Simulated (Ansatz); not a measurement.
Born–Oppenheimer molecular dynamics of a periodic cell of 14 atoms, Mg$_{12}$NO (surface Mg(0001), adsorbate NO). It starts from a relaxed structure.

Computed with DFT PBE, scalar-relativistic, plane waves, PAW (Ansatz 0.2.0). Settings: cutoff 420 eV, k mesh 2x2x1, fermi-dirac smearing 0.05 eV, no spin polarisation.

| Quantity | Value |
| --- | --- |
| ensemble | NVT, Langevin thermostat |
| time step | 1.5 fs |
| steps asked | 150 |
| set temperature | 1200 K |
| friction | 0.02 /fs |
| atoms held | 1 to 4 |
| seed | 924226 |

First frame:

```xyz
14
Lattice="6.4200 0.0000 0.0000 3.2100 5.5599 0.0000 0.0000 0.0000 18.2130" Properties=species:S:1:pos:R:3
Mg 0.000 0.000 1.000
Mg 3.210 0.000 1.000
Mg 1.605 2.780 1.000
Mg 4.815 2.780 1.000
Mg -0.032 1.863 3.576
Mg 3.191 1.864 3.570
Mg 1.580 4.656 3.576
Mg 4.787 4.649 3.659
Mg -0.075 0.042 6.258
Mg 3.181 0.036 6.242
Mg 1.561 2.805 6.061
Mg 4.769 2.786 6.241
N 4.753 0.962 7.458
O 4.736 0.973 8.723
```

(1) What does the run give?

(2) What happens to the structure?

(3) How do temperature and energy run in time?

Answers

(1) All steps were run.

```yaml
steps_done: 150
time_covered: 225 fs
mean_temperature_over_the_second_half: 810 K
spread_of_the_potential_energy_over_the_second_half: 14.3 meV per atom
mean_potential_energy_of_the_second_half_above_the_start: 84.0 meV per atom
```

The mean temperature of the second half is 33 % below the set value. A run of 0.23 ps of so small a system gives no equilibrium averages. Limits of this set-up: coarse k mesh, thin slab, slab without dipole correction, odd electron count without spin.

(2) Mean squared displacements from the first frame to the last: Mg 0.24 Å², N 0.71 Å², O 0.80 Å². The details hang on the random start.

(3) 
| time (fs) | T (K) | potential energy less start (eV) |
| --- | --- | --- |
| 0.0 | 1200 | 0.000 |
| 7.5 | 1040 | 0.095 |
| 15.0 | 1155 | 0.333 |
| 22.5 | 733 | 0.623 |
| 30.0 | 1218 | 0.939 |
| 37.5 | 1108 | 1.369 |
| 45.0 | 1204 | 1.818 |
| 52.5 | 1053 | 1.970 |
| 60.0 | 1073 | 1.793 |
| 67.5 | 1566 | 1.481 |
| 75.0 | 1821 | 1.190 |
| 82.5 | 1543 | 1.234 |
| 90.0 | 1374 | 1.280 |
| 97.5 | 897 | 1.278 |
| 105.0 | 608 | 1.244 |
| 112.5 | 917 | 1.069 |
| 120.0 | 1261 | 0.870 |
| 127.5 | 926 | 0.832 |
| 135.0 | 860 | 0.885 |
| 142.5 | 892 | 1.003 |
| 150.0 | 861 | 1.169 |
| 157.5 | 851 | 1.261 |
| 165.0 | 682 | 1.234 |
| 172.5 | 881 | 1.212 |
| 180.0 | 744 | 1.484 |
| 187.5 | 872 | 1.381 |
| 195.0 | 788 | 1.287 |
| 202.5 | 767 | 1.148 |
| 210.0 | 591 | 1.283 |
| 217.5 | 541 | 1.530 |
| 225.0 | 683 | 1.307 |

Time of the run: 14 min on 2 threads of Arm Neoverse V1, with other jobs on the host, peak memory 1.1 GiB.
